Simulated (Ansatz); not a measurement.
Born–Oppenheimer molecular dynamics of H$_{4}$OSSi$_{2}$ (8 atoms, charge 0, multiplicity 1). It starts from a relaxed structure.

Computed with Ansatz, RKS PBE0-D4/6-31G.

| Quantity | Value |
| --- | --- |
| ensemble | NVT, Langevin thermostat |
| time step | 1 fs |
| steps asked | 166 |
| set temperature | 1000 K |
| friction | 0.05 /fs |
| seed | 413878 |

Frames 2 fs apart, positions in Å.

Velocities at 100.0 fs (Å/ps):

```
S -4.22 -0.01 -4.26
Si 0.68 3.58 6.12
O -1.58 0.02 4.29
Si -1.14 5.92 3.17
H 60.14 -39.07 -17.81
H 18.84 -16.89 -2.17
H 15.88 19.61 -24.58
H -13.80 32.62 8.55
```

```xyz
8
Properties=species:S:1:pos:R:3 time_fs=100.0 energy_less_start_eV=0.949 T=649
S -2.337 1.091 -0.521
Si -0.458 1.266 0.875
O 0.923 0.278 -0.035
Si 1.803 -0.817 -0.811
H -3.169 0.128 -0.154
H 0.297 2.653 0.925
H 3.328 -0.719 -0.665
H 0.889 -1.877 -1.540
8
Properties=species:S:1:pos:R:3 time_fs=102.0 energy_less_start_eV=0.861 T=454
S -2.347 1.092 -0.529
Si -0.457 1.271 0.882
O 0.919 0.279 -0.028
Si 1.803 -0.808 -0.812
H -3.057 0.042 -0.164
H 0.332 2.611 0.890
H 3.336 -0.688 -0.708
H 0.885 -1.810 -1.490
8
Properties=species:S:1:pos:R:3 time_fs=104.0 energy_less_start_eV=0.750 T=508
S -2.355 1.092 -0.536
Si -0.453 1.274 0.883
O 0.913 0.289 -0.025
Si 1.806 -0.798 -0.811
H -2.969 -0.046 -0.127
H 0.344 2.565 0.861
H 3.294 -0.692 -0.733
H 0.929 -1.758 -1.417
8
Properties=species:S:1:pos:R:3 time_fs=106.0 energy_less_start_eV=0.714 T=783
S -2.358 1.091 -0.546
Si -0.449 1.270 0.883
O 0.890 0.310 -0.025
Si 1.812 -0.787 -0.812
H -2.877 -0.124 -0.081
H 0.331 2.522 0.820
H 3.221 -0.735 -0.750
H 0.967 -1.755 -1.409
8
Properties=species:S:1:pos:R:3 time_fs=108.0 energy_less_start_eV=0.658 T=742
S -2.364 1.089 -0.552
Si -0.442 1.262 0.880
O 0.867 0.329 -0.020
Si 1.816 -0.774 -0.812
H -2.754 -0.179 -0.021
H 0.317 2.481 0.767
H 3.219 -0.760 -0.757
H 0.985 -1.788 -1.448
8
Properties=species:S:1:pos:R:3 time_fs=110.0 energy_less_start_eV=0.521 T=945
S -2.370 1.083 -0.554
Si -0.435 1.254 0.874
O 0.854 0.335 -0.009
Si 1.814 -0.765 -0.813
H -2.601 -0.187 0.051
H 0.337 2.502 0.700
H 3.310 -0.791 -0.725
H 0.954 -1.832 -1.504
8
Properties=species:S:1:pos:R:3 time_fs=112.0 energy_less_start_eV=0.748 T=1001
S -2.373 1.076 -0.556
Si -0.428 1.246 0.865
O 0.849 0.339 0.011
Si 1.814 -0.758 -0.813
H -2.433 -0.206 0.123
H 0.366 2.566 0.623
H 3.408 -0.823 -0.716
H 0.931 -1.860 -1.552
8
Properties=species:S:1:pos:R:3 time_fs=114.0 energy_less_start_eV=1.023 T=585
S -2.365 1.063 -0.554
Si -0.424 1.242 0.859
O 0.849 0.344 0.031
Si 1.820 -0.759 -0.813
H -2.311 -0.202 0.182
H 0.410 2.621 0.520
H 3.454 -0.865 -0.698
H 0.918 -1.850 -1.550
8
Properties=species:S:1:pos:R:3 time_fs=116.0 energy_less_start_eV=1.093 T=665
S -2.350 1.048 -0.546
Si -0.420 1.244 0.855
O 0.852 0.346 0.049
Si 1.826 -0.758 -0.812
H -2.244 -0.165 0.219
H 0.472 2.620 0.438
H 3.463 -0.858 -0.665
H 0.953 -1.817 -1.514
8
Properties=species:S:1:pos:R:3 time_fs=118.0 energy_less_start_eV=0.964 T=938
S -2.334 1.035 -0.532
Si -0.414 1.252 0.848
O 0.856 0.343 0.064
Si 1.834 -0.754 -0.813
H -2.193 -0.112 0.227
H 0.501 2.583 0.365
H 3.387 -0.807 -0.629
H 0.999 -1.794 -1.455
8
Properties=species:S:1:pos:R:3 time_fs=120.0 energy_less_start_eV=0.937 T=951
S -2.313 1.020 -0.518
Si -0.410 1.262 0.839
O 0.860 0.337 0.080
Si 1.853 -0.750 -0.813
H -2.190 -0.064 0.225
H 0.476 2.509 0.334
H 3.297 -0.789 -0.599
H 1.010 -1.768 -1.416
8
Properties=species:S:1:pos:R:3 time_fs=122.0 energy_less_start_eV=0.988 T=823
S -2.293 1.008 -0.502
Si -0.408 1.274 0.829
O 0.866 0.333 0.098
Si 1.866 -0.746 -0.814
H -2.198 -0.084 0.241
H 0.391 2.401 0.308
H 3.249 -0.781 -0.549
H 1.016 -1.744 -1.395
```

Of the whole run (166 fs, mean temperature of the second half 1032 K): A run of 0.17 ps of so small a system gives no equilibrium averages. Limits of this set-up: no polarisation functions.

Time of the run: 3.3 min on 1 thread of Intel(R) Xeon(R) 6975P-C (Granite Rapids), on a shared host, peak memory 0.12 GiB.
